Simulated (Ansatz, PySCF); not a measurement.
F4MoO, charge +1, doublet, at a GFN2-xTB geometry (such geometries of metal compounds can be far from the true shape) (the multiplicity is a formal guess) (core potentials on Mo). Base run: PySCF with REVPBE/def2-SVP.

Here is a job for PySCF.
```python
from pyscf import gto, scf, dft

mol = gto.M(
    atom='''
Mo    0.04700380   -0.02591911    0.04429024
O     1.17771435   -0.64942219    1.10972418
F    -1.15193834    0.63520863   -1.08543623
F     0.02490160    1.54359112    0.78829207
F     1.03547356   -0.29290642   -1.35893280
F    -1.17464510   -1.18767329    0.46296766
''',
    basis='def2-svp',
    ecp={'Mo': 'def2-svp'},
    charge=1,
    spin=1,
    verbose=4,
)

mf = dft.UKS(mol)
mf.xc = 'revpbe'
mf.kernel()
```

The same geometry, method and basis name were run in Ansatz (a first-principles code) and PySCF, at each program's defaults and at the settings that a row names. The base is PySCF at its defaults. Differences at the defaults can come from grids, fitting, cores and function types together.

| code and settings | ΔE vs base (µEh) | basis functions | E (Eh) | SCF cycles |
|---|---|---|---|---|
| PySCF, defaults (exact integrals, its default grid, spherical functions) | 0.0 | 101 | -542.04509 | 17 |
| Ansatz, defaults (factorised integrals, its default grid, spherical functions) | 65.6 | 101 | -542.04503 | - |
| PySCF, density fitting with def2-universal-jkfit | -121 | 101 | -542.04521 | 17 |
| PySCF, fine grid | 63.8 | 101 | -542.04503 | 17 |
| Ansatz, high accuracy | 67.0 | 101 | -542.04503 | - |

Open shells are given as the SCF converged; they aren't shown to be the lowest states, and a large step between rows can be another state.
